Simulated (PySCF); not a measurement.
CH5ClF2Si2, SMILES F[Si@@H](CF)[SiH2]Cl. Geometry optimised at B3LYP-D3(BJ)/def2-SVP. The structure was generated by enumeration; whether it is a known compound was not checked. One conformer was computed; it need not be the lowest.

Computed equilibrium geometry at B3LYP-D3(BJ)/def2-SVP (PySCF confirms it by a frequency run) as a Z-matrix (one conformer of several):
```
Si
F 1 1.6359
H 1 1.4888 2 108.07
C 1 1.8973 3 110.59 2 -119.42
F 4 1.3995 1 104.32 3 -68.96
H 4 1.1032 5 108.94 1 119.17
H 4 1.1034 6 108.56 5 -118.76
Si 1 2.3456 3 113.55 2 122.06
H 8 1.4877 1 111.78 3 49.27
H 8 1.4886 9 109.37 1 126.21
Cl 8 2.0929 9 108.90 10 118.43
```
